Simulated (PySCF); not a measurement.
**Caesium: a sound run and one with changed settings**

Sound run: Cs²⁺ [Kr] 4d10 5s2 5p5, Cs³⁺ [Kr] 4d10 5s2 5p4. Calculation: PySCF 2.14, in def2-SVP with the def2 core potential (46 electrons); scalar relativity through the core potential. In the sound run the correlated levels freeze 5s2 outside the core potential. The sound run starts from symmetry-adapted Hartree-Fock orbitals and uses a fine grid where one is needed.

A second run was set up differently.

| species | method | sound run (hartree) | changed run (hartree) | converged |
| --- | --- | --- | --- | --- |
| Cs²⁺ | MP2 | -18.90106 | -18.90911 | yes |
| Cs³⁺ | MP2 | -17.69948 | -17.70944 | yes |

Ionisation energy of Cs²⁺:

```json
{"method": "UHF", "sound run (eV)": "32.504", "changed run (eV)": "32.504"}
{"method": "MP2", "sound run (eV)": "32.697", "changed run (eV)": "32.645"}
{"method": "SCS-MP2", "sound run (eV)": "32.700", "changed run (eV)": "32.629"}
```

Question: What was changed?
A. too few SCF iterations
B. all electrons correlated in a valence basis
C. minimal basis
D. basis contracted for another Hamiltonian

Answer: B. A valence basis has no tight correlating functions, so it recovers only part of the core correlation, and not evenly between atom and ion.
